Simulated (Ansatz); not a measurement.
Reaction (β-hydride elimination): `C[NH][Ga]([SH])[Cl]` → `[SH][GaH][Cl]` + `C=N`

Calculated with Ansatz (gas phase, PBE0-D4/def2-TZVP geometries, no zero-point term in ΔE). CCSD(T)/CBS is the MP2 limit (def2-TZVPP, def2-QZVPP) plus CCSD(T) − MP2 in def2-TZVPP, frozen cores. This one scheme is used for every species. DFT in def2-TZVPP. For Ga outer-core shells are correlated without core-valence functions, which leaves a few kJ/mol of doubt a bond. Scalar relativity is left out up to krypton. Each species was taken in one conformer, which may not be the lowest.

`C[NH][Ga]([SH])[Cl]`:

```xyz
10

C    -0.377   -1.134   -0.818
N     0.684   -0.524   -0.055
Ga    0.653    1.028    0.859
S    -1.062    2.376    1.020
Cl    2.452    1.587    1.869
H    -1.277   -0.516   -0.778
H    -0.115   -1.247   -1.877
H    -0.651   -2.122   -0.430
H     1.544   -1.048   -0.048
H    -1.850    1.600    0.257
```

`[SH][GaH][Cl]`:

```xyz
5

S     1.269   -0.622   -0.863
Ga   -0.490    0.211    0.131
Cl   -2.102    0.661   -1.201
H     1.962   -0.734    0.283
H    -0.639    0.483    1.650
```

`C=N`:

```xyz
5

C    -0.317   -0.215    0.072
N     0.727    0.057   -0.579
H    -0.686    0.354    0.933
H    -0.915   -1.079   -0.229
H     1.190    0.883   -0.197
```

(1) Is it downhill or uphill in electronic energy at CCSD(T)/CBS, and by how much? (Best estimate.)

(2) What do these levels give: revPBE-D4, B97M-V, PBE0-D4, r2SCANh-D4, PBE0, r2SCAN0, BHLYP, CAM-B3LYP, LC-ωPBE, CCSD(T)/def2-SVP, CCSD(T)/def2-TZVPP, HF/CBS(def2)? (Estimate.)

Largest T1 diagnostic among the species: 0.012.

Results:

(1) Computed: Uphill: ΔE = +165.1 kJ/mol.

(2) Ansatz gave: revPBE-D4 152.8, B97M-V 148.5, PBE0-D4 172.0, r2SCANh-D4 169.3, PBE0 163.0, r2SCAN0 171.4, BHLYP 153.3, CAM-B3LYP 154.6, LC-ωPBE 173.5, CCSD(T)/def2-SVP 155.2, CCSD(T)/def2-TZVPP 159.3, HF/CBS(def2) 132.9 kJ/mol.

Leaving LDA and LC-ωPBE aside and taking each functional with its dispersion term where it has one, the values, not all of them listed here, spread over 36.9 kJ/mol, from BLYP-D4 to PBE-QIDH. LDA lies +48.9 kJ/mol from PBE without D4. From PBE to PBE0 (25 % exact exchange), in def2-TZVPP and without D4, ΔE moves by +13.3 kJ/mol.
